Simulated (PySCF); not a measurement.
# Electronic structure of B⁺ (boron, charge +1) at the UHF level

Configuration: [He] 2p2, high-spin 3P determinant (an excited configuration). Computed with PySCF 2.14 in def2-QZVPPD (8s4p4d2f1g, 63 functions), with no relativity, point nucleus.

* Total energy: -23.835333 hartree
* One-electron energy: -29.9372 hartree
* Hartree (Coulomb) energy: 9.5990 hartree
* Exchange energy: -3.4971 hartree
* Kinetic energy: 23.83562 hartree
* ⟨S²⟩: 2.0001
* ⟨L²⟩: 2.000
* Sum of ⟨r⟩: 4.297 bohr
* Sum of ⟨r²⟩: 8.443 bohr²
* Traceless quadrupole moment −½Σ⟨3z² − r²⟩ along its main axis: 1.63 e·bohr²
* Density at the nucleus (Gaussians lack the cusp): 68.1 bohr⁻³
* Spin density at the nucleus: -0.326 bohr⁻³
* Langevin diamagnetic susceptibility: -6.69 ×10⁻⁶ cm³/mol

| shell | electrons | mean orbital energy (hartree) | rms radius, mean of both spins (bohr) |
| --- | --- | --- | --- |
| 1s α | 1 | -8.18533 | 0.380 |
| 1s β | 1 | -8.15208 | 0.380 |
| 2p α | 2 | -0.69803 | 2.02 |

Spin-orbit constants ζ (cm⁻¹) from the X2C one-electron operator on these orbitals (non-relativistic here): bare nucleus, nucleus screened by l(l+1)(2l+1)/3 electrons, and screened by the Breit-Pauli mean field of the electrons.

| shell | bare | screened nucleus | mean field |
| --- | --- | --- | --- |
| 2p | 32.79 | 19.68 | 15.27 |

To first order the Landé constant is A = 7.637 cm⁻¹, so the lowest level has J = 0 and lies 0.00189 eV below the centre of the term. This holds in LS coupling only.
